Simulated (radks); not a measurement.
Species: Nb4+. Configuration: [Ar] 3d10 4p6 4d1 5d2 (not the ground configuration).

Method: scalar-relativistic Kohn-Sham, B86b exchange with PBE correlation, spin-polarised, spherical densities, finite nucleus; open shells are filled with parallel spins first (spin-orbit coupling, left out, can overturn this in heavy ions); Fermi nuclear charge, rms radius 4.324 fm; computed with a radial shooting solver on a logarithmic mesh with Libxc functionals.

Energy parts (Ry):
| part | energy |
|---|---|
| total | -7620.90608 |
| kinetic | 7846.92881 |
| electron-nucleus | -18176.28685 |
| Hartree | 2942.03208 |
| exchange-correlation | -233.58012 |

Orbitals (lengths in bohr, moments of r in powers of bohr; <r^-3> diverges for s and p1/2):
orbital	occ.	eigenvalue (Ry)	<r^2>	<r^-3>	<r>
1s up	1	-1388.002	0.001757	-	0.03609
1s down	1	-1388.002	0.001757	-	0.03609
2s up	1	-198.7672	0.02944	-	0.1580
2s down	1	-198.7479	0.02943	-	0.1580
2p up	3	-178.0596	0.02317	2347	0.1377
2p down	3	-178.0452	0.02317	2347	0.1377
3s up	1	-37.55028	0.2244	-	0.4426
3s down	1	-37.53935	0.2243	-	0.4425
3p up	3	-30.77740	0.2304	385.4	0.4449
3p down	3	-30.76499	0.2303	385.3	0.4448
3d up	5	-19.71358	0.2238	50.82	0.4311
3d down	5	-19.69462	0.2235	50.82	0.4310
4p up	3	-7.13508	1.618	63.18	1.195
4p down	3	-7.03001	1.617	63.56	1.194
4d up	1	-4.31193	2.399	6.247	1.443
4d down	0	-4.20700	2.401	6.245	1.444
5d up	2	-1.86574	12.45	1.438	3.338

The highest occupied level is 5d up at -25.385 eV. The configuration is held as typed, so some empty levels lie below it. Spin moment in Bohr magnetons: 3. The density falls to 0.001 e/bohr^3 at r = 4.73 bohr. The electron density at the nucleus is 8.387e+04 e/bohr^3 (large components only). Summed over all electrons, <r^2> = 41.28 bohr^2, which gives a Langevin (diamagnetic) susceptibility term of -32.7 x 10^-6 cm^3/mol.
